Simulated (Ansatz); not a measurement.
Harmonic vibrations of the cluster Li2Al3⁻ by finite differences.

```yaml
crystal:
  periodic: [false, false, false]
  atoms:
    - {symbol: Li, position_ang: [-1.312115, 0.636196, -1.067584]}
    - {symbol: Li, position_ang: [-0.336710, -0.327530, 1.788721]}
    - {symbol: Al, position_ang: [-0.577463, -1.928685, -0.574041]}
    - {symbol: Al, position_ang: [0.790617, 2.044169, -0.015270]}
    - {symbol: Al, position_ang: [1.435671, -0.424150, -0.131816]}
basis:
  gaussian: {orbitals: def2-TZVPD}
total_charge: -1
hamiltonian: {xc: pbe, dispersion: d4}
scf: {omitted_lower_state_checks: [starts]}
phonons: {temperatures: {t_min: 298.15, t_max: 900, t_step: 200}}
```

```sh
$ ansatz run in.yaml --threads 4 --pin off --events-out ev --progress --plain --max-ram 3916MiB
```

It prints (some lines left out):

```
Functional definition: PBE
mean field -20188.73224075 eV, -741.9222254333 hartree, gradient 4.5e-5 eV, S^2 0.000000; 0 other end points of the search recorded, 0 dependent functions left out
mean field -20188.73243206 eV, -741.9222324638 hartree, gradient 2.9e-6 eV, S^2 0.000000; 0 other end points of the search recorded, 0 dependent functions left out
mean field -20188.73203905 eV, -741.9222180211 hartree, gradient 1.8e-6 eV, S^2 0.000000; 0 other end points of the search recorded, 0 dependent functions left out
mean field -20188.73217702 eV, -741.9222230915 hartree, gradient 2.0e-6 eV, S^2 0.000000; 0 other end points of the search recorded, 0 dependent functions left out
mean field -20188.73229458 eV, -741.9222274115 hartree, gradient 2.1e-6 eV, S^2 0.000000; 0 other end points of the search recorded, 0 dependent functions left out
mean field -20188.73240134 eV, -741.9222313351 hartree, gradient 2.0e-6 eV, S^2 0.000000; 0 other end points of the search recorded, 0 dependent functions left out
mean field -20188.73207530 eV, -741.9222193533 hartree, gradient 1.5e-6 eV, S^2 0.000000; 0 other end points of the search recorded, 0 dependent functions left out
mean field -20188.73224278 eV, -741.9222255081 hartree, gradient 1.5e-6 eV, S^2 0.000000; 0 other end points of the search recorded, 0 dependent functions left out
mean field -20188.73223388 eV, -741.9222251810 hartree, gradient 1.4e-6 eV, S^2 0.000000; 0 other end points of the search recorded, 0 dependent functions left out
mean field -20188.73234884 eV, -741.9222294055 hartree, gradient 2.5e-6 eV, S^2 0.000000; 0 other end points of the search recorded, 0 dependent functions left out
mean field -20188.73213146 eV, -741.9222214172 hartree, gradient 2.3e-6 eV, S^2 0.000000; 0 other end points of the search recorded, 0 dependent functions left out
mean field -20188.73206301 eV, -741.9222189016 hartree, gradient 2.4e-6 eV, S^2 0.000000; 0 other end points of the search recorded, 0 dependent functions left out
mean field -20188.73240542 eV, -741.9222314850 hartree, gradient 2.6e-6 eV, S^2 0.000000; 0 other end points of the search recorded, 0 dependent functions left out
mean field -20188.73221456 eV, -741.9222244710 hartree, gradient 2.0e-6 eV, S^2 0.000000; 0 other end points of the search recorded, 0 dependent functions left out
mean field -20188.73224613 eV, -741.9222256311 hartree, gradient 1.9e-6 eV, S^2 0.000000; 0 other end points of the search recorded, 0 dependent functions left out
mean field -20188.73226804 eV, -741.9222264362 hartree, gradient 1.6e-6 eV, S^2 0.000000; 0 other end points of the search recorded, 0 dependent functions left out
mean field -20188.73219589 eV, -741.9222237847 hartree, gradient 1.4e-6 eV, S^2 0.000000; 0 other end points of the search recorded, 0 dependent functions left out
mean field -20188.73224490 eV, -741.9222255859 hartree, gradient 2.0e-6 eV, S^2 0.000000; 0 other end points of the search recorded, 0 dependent functions left out
mean field -20188.73223174 eV, -741.9222251021 hartree, gradient 1.4e-6 eV, S^2 0.000000; 0 other end points of the search recorded, 0 dependent functions left out
mean field -20188.73213888 eV, -741.9222216898 hartree, gradient 1.1e-6 eV, S^2 0.000000; 0 other end points of the search recorded, 0 dependent functions left out
mean field -20188.73233500 eV, -741.9222288969 hartree, gradient 2.7e-6 eV, S^2 0.000000; 0 other end points of the search recorded, 0 dependent functions left out
mean field -20188.73207977 eV, -741.9222195176 hartree, gradient 1.8e-6 eV, S^2 0.000000; 0 other end points of the search recorded, 0 dependent functions left out
mean field -20188.73237176 eV, -741.9222302477 hartree, gradient 2.2e-6 eV, S^2 0.000000; 0 other end points of the search recorded, 0 dependent functions left out
mean field -20188.73227386 eV, -741.9222266502 hartree, gradient 1.4e-6 eV, S^2 0.000000; 0 other end points of the search recorded, 0 dependent functions left out
mean field -20188.73220550 eV, -741.9222241381 hartree, gradient 1.1e-6 eV, S^2 0.000000; 0 other end points of the search recorded, 0 dependent functions left out
mean field -20188.73213832 eV, -741.9222216691 hartree, gradient 2.0e-6 eV, S^2 0.000000; 0 other end points of the search recorded, 0 dependent functions left out
mean field -20188.73231254 eV, -741.9222280716 hartree, gradient 2.7e-6 eV, S^2 0.000000; 0 other end points of the search recorded, 0 dependent functions left out
mean field -20188.73228030 eV, -741.9222268867 hartree, gradient 1.9e-6 eV, S^2 0.000000; 0 other end points of the search recorded, 0 dependent functions left out
mean field -20188.73216029 eV, -741.9222224764 hartree, gradient 1.4e-6 eV, S^2 0.000000; 0 other end points of the search recorded, 0 dependent functions left out
mean field -20188.73220394 eV, -741.9222240808 hartree, gradient 1.9e-6 eV, S^2 0.000000; 0 other end points of the search recorded, 0 dependent functions left out
mean field -20188.73226910 eV, -741.9222264753 hartree, gradient 2.1e-6 eV, S^2 0.000000; 0 other end points of the search recorded, 0 dependent functions left out
Total energy: -20188.88712679 eV, -741.9279173904 hartree
Atom 0 at    -1.312115     0.636196    -1.067584 Å, force    -0.001323    -0.001063     0.000804 eV/Å
Atom 1 at    -0.336710    -0.327530     1.788721 Å, force    -0.002219     0.001165    -0.000085 eV/Å
Atom 2 at    -0.577463    -1.928685    -0.574041 Å, force     0.000415     0.000823     0.000230 eV/Å
Atom 3 at     0.790617     2.044169    -0.015270 Å, force     0.000672    -0.000334     0.000944 eV/Å
Atom 4 at     1.435671    -0.424150    -0.131816 Å, force     0.002456    -0.000591    -0.001892 eV/Å
Dipole moment:    -0.277311     0.066611     0.222935 e Å
Vibrations: 68.13 100.61 137.82 148.26 259.78 282.22 311.12 337.94 351.50 cm⁻¹, zero-point energy 0.123822 eV
Checks for a lower state left out: starts
```

It took 53 s on 4 threads of Arm Neoverse N1 on a shared host.

At PBE0-D4/def2-TZVPD a triplet of charge -1 lies 0.23 eV below the restricted singlet, each at its own geometry. The structure comes from a short search, and lower isomers may exist.
